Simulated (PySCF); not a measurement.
# C₆ coefficients of unlike pairs at M06-2X

Calculated with PySCF 2.14 from the dipole response of each species, C₆(A,B) = (3/π) ∫ α_A(iu) α_B(iu) du, in atomic units, from isotropic polarisabilities. For ions this is the dispersion term alone; charge-induced terms of lower order in 1/R come first.

| species | configuration | basis | relativity | α (bohr³) | C₆ (like pair) |
| --- | --- | --- | --- | --- | --- |
| Ge | [Ar] 3d10 4s2 4p2 (3P) | aug-cc-pVTZ-DK (7s6p4d2f) | spin-free X2C | 41.43 | 349.3 |
| Ar | [Ar] (1S) | aug-cc-pV(T+d)Z (6s5p4d2f) | none | 11.14 | 64.60 |
| Sc⁺ | [Ar] 3d1 4s1 (3D) | def2-TZVPPD (6s6p4d2f1g) | none | 82.52 | 629.8 |

Problem. Estimate C₆ for Sc⁺ with Ar.

Solution. The integral gives 155.0. The combination rule 2 C_A C_B / (C_A α_B/α_A + C_B α_A/α_B) gives 144.4 and the geometric mean 201.7.

No spin-orbit coupling is included.

The other pairs:

```json
{"pair": "Sc⁺, Ge", "C₆": "440.6"}
{"pair": "Ar, Ge", "C₆": "137.6"}
```
